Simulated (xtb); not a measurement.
Al(F)(OMe)(SeH) (CH₄AlFOSe), SMILES C[O][Al]([F])[SeH]. All values are semi-empirical tight-binding results from xtb (GFN2-xTB unless named), good for trends rather than for accurate numbers. Geometry: GFN2-xTB. Other conformers were not sampled.

For metal compounds this method's bond lengths and energies can be far off.

```json
{
  "orbital_gap": "3.46 eV",
  "zero_point_energy": "31.6 kcal/mol",
  "G − E(el) at 298.15 K (modified RRHO)": "9.6 kcal/mol"
}
```
